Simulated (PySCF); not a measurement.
YF₂, SMILES [F][Y+][F], charge +1. Atoms are numbered in the order given.

```xyz
3

Y      0.0000     0.0000     0.3496
F      0.0000    -1.5668    -0.7576
F      0.0000     1.5668    -0.7576
```
Charge +1, spin multiplicity 1.

Coordinates come from a PBE-D3(BJ)/def2-TZVP optimisation. The spin state was assumed, not searched. The isomer is the one that the SMILES or the coordinates give; other isomers of the formula were not compared. The def2 effective core potentials stand for the cores of Y; spin–orbit coupling is left out.

Computed with PBE-D3(BJ)/def2-TZVP in PySCF 2.14.0.

Frequencies are harmonic and unscaled.

```
mode  ν (cm⁻¹)  IR (km/mol)  moving atoms (share of kinetic energy)
----  --------  -----------  --------------------------------------
1          151         18.6                          F 84 %, Y 16 %
2          662        190.1                          F 78 %, Y 22 %
3          672         60.5                          F 86 %, Y 14 %
```
